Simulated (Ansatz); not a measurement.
Input file for Ansatz (a program for electronic structure): U-B3LYP/cc-pVTZ on GaF, a point of a bond scan (R = 2.431 Å).

Ansatz 0.2 input:
```yaml
crystal:
  periodic: [false, false, false]
  atoms:
    - {symbol: Ga, position_ang: [-0.00000000, -0.00000000, -0.40509541]}
    - {symbol: F, position_ang: [0.00000000, 0.00000000, 2.02547704]}
basis:
  gaussian:
    orbitals: cc-pVTZ
hamiltonian:
  xc: {name: B3LYP}
magnetization: {spin_polarized: true, initial_magnetization: 0}
```

Output:

```
WARN ansatz: RAYON_NUM_THREADS=2 ignored (pool sized by the plan → 2); use --threads N
Functional definition: B3LYP
integrals: 0.01 GiB planned
538 factors; their error is unknown
mean field: 0.25 GiB planned
mean field evaluation 1: about -55093.2371 eV, gradient 3.7e1 eV
mean field evaluation 2: about -54814.5226 eV, gradient 1.5e2 eV
mean field evaluation 4: about -55097.8037 eV, gradient 9.7e0 eV
mean field evaluation 8: about -55098.0541 eV, gradient 1.4e-1 eV
mean field evaluation 16: about -55098.2107 eV, gradient 5.7e-5 eV
mean field -55098.21074193 eV, -2024.8218978572 hartree, gradient 5.7e-5 eV, S^2 0.000000; 0 other end points of the search recorded, 0 dependent functions left out
reference -55098.21090959 eV, -2024.8219040188 hartree; 20, 20 occupied and 53, 53 virtual orbitals, 538 factors
Total energy: -55098.21090959 eV, -2024.8219040188 hartree
```

Self-consistency was reached.

Cost: roughly 1.4 core-seconds.
